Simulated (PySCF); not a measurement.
**Radial density of Ni⁺ (nickel, charge +1)**

UHF, [Ar] 3d8 4s1, high-spin 4F determinant (an excited configuration). All numbers are calculated (PySCF 2.14, scalar relativity by spin-free X2C-1e, in x2c-TZVPPall (6s5p4d2f1g, 64 functions)).

```
r (bohr)  4πr²ρ (e/bohr)  4πr²(ρα − ρβ)
0.000899          0.2185         0.0001
 0.00151          0.5502         0.0002
 0.00254           1.373         0.0006
 0.00428           3.314         0.0014
 0.00719           7.514         0.0030
  0.0121           15.35         0.0060
  0.0203           26.35         0.0094
  0.0342           33.90         0.0092
  0.0576           30.00         0.0037
  0.0968           27.84         0.0246
   0.163           38.31         0.1618
   0.274           24.99         0.6710
   0.461           17.06         1.8248
   0.775           18.42         1.9479
    1.30           5.503         0.9365
    2.19           1.030         0.5733
    3.69          0.1958         0.1793
    6.20        0.006452         0.0064
    10.4       1.268e-05         0.0000
```

Densities and radii are taken from the X2C orbitals without a picture-change correction, which distorts them close to the nucleus.
